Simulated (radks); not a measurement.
Species: Sn IV. Configuration: [Kr] 4d10 5s1. All-electron calculation, scalar-relativistic Kohn-Sham, r2SCAN, spin-polarised, spherical densities, finite nucleus; open shells are filled with parallel spins first (spin-orbit coupling, left out, can overturn this in heavy ions); meta-GGA in the generalised Kohn-Sham scheme; Fermi nuclear charge, rms radius 4.6519 fm. Program: a radial shooting solver on a logarithmic mesh with Libxc functionals.

X-ray form factor f0, the Fourier transform of the density (f0(0) = 47):

| sin(theta)/lambda (1/angstrom) | f0 (electrons) |
|---|---|
| 0.05 | 46.493 |
| 0.1 | 45.060 |
| 0.15 | 42.931 |
| 0.2 | 40.383 |
| 0.25 | 37.667 |
| 0.3 | 34.969 |
| 0.4 | 30.055 |
| 0.5 | 26.077 |
| 0.6 | 23.051 |
| 0.8 | 19.055 |
| 1 | 16.369 |
| 1.25 | 13.490 |
| 1.5 | 10.915 |
| 2 | 7.349 |
